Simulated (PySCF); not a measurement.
Al(Cl)2(SMe) (CH3AlCl2S), SMILES C[S][Al]([Cl])[Cl]. Atoms are numbered in the order given.

```xyz
8

Al     0.0123    -0.3868     0.0000
Cl     0.9181    -2.2828     0.0000
Cl    -2.0938    -0.2318     0.0000
S      1.2672     1.3833     0.0000
C      0.0287     2.7542     0.0000
H     -1.0106     2.3763     0.0000
H      0.1956     3.3706    -0.9030
H      0.1956     3.3706     0.9030
```

The structure is a stationary point at PBE-D3(BJ)/def2-SVP. Other conformers were not sampled.

Calculation: PBE-D3(BJ)/def2-SVP (PySCF 2.14.0).

Frequencies are harmonic and unscaled.

| mode | ν (cm⁻¹) | IR (km/mol) | moving atoms (share of kinetic energy) |
|---|---|---|---|
| 1 | 46 | 1.3 | H 63 %, S 18 %, C 14 % |
| 2 | 76 | 0.2 | H 54 %, C 23 %, S 11 %, Cl 10 % |
| 3 | 109 | 2.3 | Cl 47 %, C 23 %, Al 11 %, H 10 %, S 8 % |
| 4 | 139 | 8.3 | Cl 70 %, S 13 % |
| 5 | 181 | 22.5 | Al 77 %, Cl 14 % |
| 6 | 208 | 0.6 | C 33 %, S 25 %, Cl 20 %, H 15 % |
| 7 | 360 | 0.5 | Cl 62 %, S 36 % |
| 8 | 587 | 134.0 | Al 66 %, S 18 %, Cl 13 % |
| 9 | 605 | 139.0 | Al 68 %, Cl 31 % |
| 10 | 684 | 8.1 | C 59 %, S 32 % |
| 11 | 933 | 5.4 | H 84 %, C 14 % |
| 12 | 947 | 9.9 | H 82 %, C 15 % |
| 13 | 1285 | 7.3 | H 88 %, C 12 % |
| 14 | 1403 | 4.6 | H 96 % |
| 15 | 1405 | 5.7 | H 96 % |
| 16 | 2991 | 18.1 | H 98 % |
| 17 | 3104 | 0.9 | H 90 %, C 10 % |
| 18 | 3107 | 0.1 | H 90 %, C 10 % |
